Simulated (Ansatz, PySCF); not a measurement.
C2H9N2 (SMILES NCC[NH3+]), charge +1, singlet, at a GFN2-xTB geometry. Base run: MP2/STO-3G (PySCF).

PySCF was given this input:
```python
from pyscf import gto, scf, mp

mol = gto.Mole()
mol.atom = '''
    N     1.80377605    0.40669877    0.41079244
    C     0.55525961    0.53578980   -0.30341136
    C    -0.37188673   -0.57391230    0.21204955
    N    -1.78540787   -0.35062301   -0.21229831
    H     2.34747377   -0.38485303    0.08846894
    H     2.37583945    1.23615333    0.32453696
    H     0.12800891    1.51067895   -0.04940094
    H     0.64176341    0.47195667   -1.40161486
    H    -0.03979645   -1.54436968   -0.15816924
    H    -0.31610495   -0.58094099    1.30137567
    H    -2.39829861   -1.09756326    0.13845438
    H    -2.11999881    0.55092376    0.15401811
    H    -1.84770119   -0.32578111   -1.23895708
'''
mol.basis = 'sto-3g'
mol.charge = 1
mol.verbose = 4
mol.build()

mf = scf.RHF(mol)
mf.kernel()

pt = mp.MP2(mf)
pt.kernel()
print('E(MP2) = %.10f' % pt.e_tot)
```

The same geometry, method and basis name were run in Ansatz (a quantum-chemistry and plane-wave program) and PySCF, at each program's defaults and at the settings that a row names. The base is PySCF at its defaults. Differences at the defaults can come from grids, fitting, cores and function types together.

```csv
code and settings,ΔE vs base (µEh),basis functions,E (Eh),SCF cycles
"PySCF, defaults (exact integrals, spherical functions, all electrons correlated)",0.0,29,-187.55774,8
"Ansatz, defaults (factorised integrals, spherical functions, frozen core)",1507,29,-187.55624,-
"PySCF, frozen core",1485,29,-187.55626,8
"Ansatz, high accuracy, frozen core",1485,29,-187.55626,-
```
